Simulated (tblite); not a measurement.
Compound: C7H13B.
SMILES with atom numbers: `[BH2:1][C@@H:2]1[CH2:3][C@@H:4]2[CH2:5][CH2:6][CH2:7][C@H:8]12` (hydrogens: H9, H10 on B1; H11 on C2; H12, H13 on C3; H14 on C4; H15, H16 on C5; H17, H18 on C6; H19, H20 on C7; H21 on C8)

Geometry (GFN2-xTB, Å), atoms numbered from 1 in this order:
```
atom  x, y, z in Å
B1     2.0216    1.1122   -0.4861
C2     1.4145   -0.3197   -0.3310
C3     0.4120   -0.8652   -1.3711
C4    -0.5873   -1.1878   -0.2494
C5    -1.7992   -0.2613   -0.1838
C6    -1.2559    1.0209    0.4502
C7    -0.2691    0.5073    1.4969
C8     0.4135   -0.6692    0.8065
H9     2.4534    1.6760    0.4433
H10    2.1057    1.6015   -1.5459
H11    2.2889   -0.9797   -0.2572
H12    0.7601   -1.7371   -1.9232
H13    0.0549   -0.1240   -2.0842
H14   -0.8664   -2.2394   -0.1840
H15   -2.5653   -0.6966    0.4611
H16   -2.2386   -0.0893   -1.1665
H17   -2.0423    1.6401    0.8808
H18   -0.7196    1.6108   -0.2953
H19    0.4355    1.2708    1.8198
H20   -0.8139    0.1467    2.3723
H21    0.7886   -1.4002    1.5226
```

Computed values, GFN2-xTB/tblite, gas phase, harmonic and unscaled. The method is semi-empirical: single wavenumbers can be off by several per cent or more. Modes of hydrogen on boron can be 10 to 20 % off. One conformer, not necessarily the lowest.

Harmonic wavenumbers (cm⁻¹): 44.7, 137.6, 205.4, 283.9, 312.6, 375.0, 407.2, 558.8, 585.9, 720.5, 791.4, 801.8, 832.2, 851.4, 895.3, 911.0, 922.8, 961.4, 975.5, 1009.4, 1029.0, 1044.7, 1068.7, 1097.6, 1110.5, 1133.3, 1150.2, 1158.8, 1182.8, 1186.7, 1195.4, 1231.9, 1240.2, 1244.3, 1272.6, 1278.6, 1297.1, 1311.3, 1323.3, 1324.4, 1478.9, 1485.2, 1485.9, 1501.1, 2632.8, 2662.7, 2888.5, 2964.0, 2965.9, 2973.2, 2976.4, 2985.7, 2995.3, 2996.0, 3003.9, 3005.6, 3022.5.

A = 3053, B = 2150, C = 1733 MHz; mass 108.111 u (most abundant isotopes); point group C1, symmetry number 1.

**Question.** Zero-point energy?

**Answer.** Half the sum of the wavenumbers: 40244 cm⁻¹ = 481.43 kJ/mol.

**Question.** What is S at 298.15 K and 1 bar for an ideal gas of classical rigid rotors and harmonic oscillators?

**Answer.** Translation 167.26, rotation 116.05, vibration 77.55: S = 360.9 J/(mol K).

**Question.** And Cp and H(298.15 K) − H(0)?

**Answer.** Cp = 137.09 J/(mol K), of which vibrations give 103.83 (their classical limit is 57 R = 473.9); H(298.15 K) − H(0) = 22.93 kJ/mol without the zero-point energy, 13.02 from vibrations.

**Question.** What must be added to the electronic energy to get the Gibbs energy at 298.15 K and 1 bar?

**Answer.** ZPE + [H(298.15 K) − H(0)] − T·S = 481.43 + 22.93 − 107.59 = 396.77 kJ/mol.

**Question.** How do the functions run with temperature in this model?

**Answer.** 
```tsv
T (K)	S (J/(mol K))	Cp (J/(mol K))	H − H(0) (kJ/mol)	G − H(0) (kJ/mol)	ln q(vib)
100	266.5	58.2	4.46	-22.19	0.98
200	316.3	91.1	11.83	-51.43	2.45
300	361.7	138.0	23.19	-85.33	4.11
500	455.9	235.1	60.89	-167.05	8.04
800	588.9	329.4	146.89	-324.22	14.72
1000	667.0	369.6	217.01	-449.95	19.20
```

q(vib) and H(0) count from the zero-point level.

**Question.** Blend soft modes into free rotors: weight 1/[1 + (100 cm⁻¹/ν̃)⁴] for the oscillator and the rest for a rotor with moment μB/(μ + B), μ = h/(8π²ν), B = 10⁻⁴⁴ kg m². What vibrational entropy results?

**Answer.** 71.78 J/(mol K) in place of 77.55, which changes −T·S at 298.15 K by +1.72 kJ/mol.

**Question.** Which modes carry the vibrational entropy at 298.15 K?

**Answer.** 44.7 cm⁻¹: 21.08; 137.6 cm⁻¹: 11.87; 205.4 cm⁻¹: 8.72; 283.9 cm⁻¹: 6.32; 312.6 cm⁻¹: 5.64; 375.0 cm⁻¹: 4.43 J/(mol K); the other 51 give 19.48 together.

Hindered rotation and anharmonicity are outside this model. Other conformers, if any are populated, would add a mixing term that is left out. The structure is chiral; the term R ln 2 for an equal mix with its mirror image is left out.

The run took 0.72 s of wall time on one thread, Arm Neoverse V1 (aarch64), shared host. The figure is for the frequency step alone.
